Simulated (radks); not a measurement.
The numbers below are computed, except where a source is named.
Task: The mean radii <r> (bohr) of the occupied orbitals of an atom or ion are listed with their occupations. Level of theory: non-relativistic Kohn-Sham, TPSS, spin-polarised, spherical densities, point nucleus; meta-GGA in the generalised Kohn-Sham scheme (a radial shooting solver on a logarithmic mesh with Libxc functionals).

| orbital | occ. | <r> |
|---|---|---|
| 1s down | 1 | 0.06700 |
| 1s up | 1 | 0.06700 |
| 2s up | 1 | 0.3107 |
| 2s down | 1 | 0.3104 |
| 2p up | 3 | 0.2752 |
| 2p down | 3 | 0.2749 |
| 3s up | 1 | 0.9432 |
| 3s down | 1 | 0.9446 |
| 3p up | 3 | 0.9946 |
| 3p down | 3 | 0.9981 |
| 3d up | 2 | 1.165 |

Name the element and its charge. Open shells, if any, are filled with parallel spins first.

Result: Z = 23, vanadium, charge +3: V3+ in [Ar] 3d2. The 1s radius gives Z: for a bare nucleus <r> = 1.5/Z, 0.06522 bohr for Z = 23, and screening makes it slightly larger (0.06700 here). The occupations add up to 20, and the charge is Z minus that.
